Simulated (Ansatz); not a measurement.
`[F][In]([Cl])[GeH3]`, 7 atoms. Charge 0, multiplicity 1. Correlated methods include outer-core shells of Ge, In, which these sets cover unevenly. Scalar relativity is left out up to krypton. In: def2 effective core potential. All runs use 4 threads of an Arm Neoverse V1 on a shared host. Correlated methods freeze the cores.

Problem. Give the basis size and wall time and peak host memory of each of these runs in Ansatz. RKS revPBE-D4/def2-TZVPP energy; RKS B97M-V/def2-TZVPP energy; RKS PBE0-D4/def2-TZVP relaxation (7 steps); RKS PBE0-D4/def2-SVP energy; RKS PBE0-D4/def2-QZVPP energy; RKS ωB97M-V/def2-SVP energy; RKS B3LYP-D4/def2-TZVPP energy and forces; RHF-MP2/def2-QZVPP energy; RHF-CCSD(T)/def2-SVP energy; direct RPA on PBE orbitals/def2-TZVPP energy; RKS ωB97M-V/def2-QZVPP energy; RHF-CCSD(T)/def2-TZVPP energy. (An estimate is asked.)

Solution. The calculation gave: Other jobs shared the machine, so times are rough.

```
                                level                   job  functions  wall time  peak host memory (GiB)
                 RKS PBE0-D4/def2-SVP                energy        105      1.4 s                    0.42
             RKS revPBE-D4/def2-TZVPP                energy        213      2.1 s                    0.29
              RKS B3LYP-D4/def2-TZVPP     energy and forces        213      5.5 s                     0.7
direct RPA on PBE orbitals/def2-TZVPP                energy        213      5.5 s                    0.49
                 RKS ωB97M-V/def2-SVP                energy        105      6.5 s                    0.42
                 RHF-CCSD(T)/def2-SVP                energy        105        8 s                    0.48
                RKS B97M-V/def2-TZVPP                energy        213        9 s                    0.38
               RKS PBE0-D4/def2-QZVPP                energy        388      9.5 s                     1.5
                   RHF-MP2/def2-QZVPP                energy        388       18 s                     1.8
               RKS ωB97M-V/def2-QZVPP                energy        388       22 s                     1.8
                RKS PBE0-D4/def2-TZVP  relaxation (7 steps)        184       32 s                    0.57
               RHF-CCSD(T)/def2-TZVPP                energy        213    2.8 min                     3.4
```

B3LYP here is the variant with VWN-RPA as its local correlation; programs differ in this.
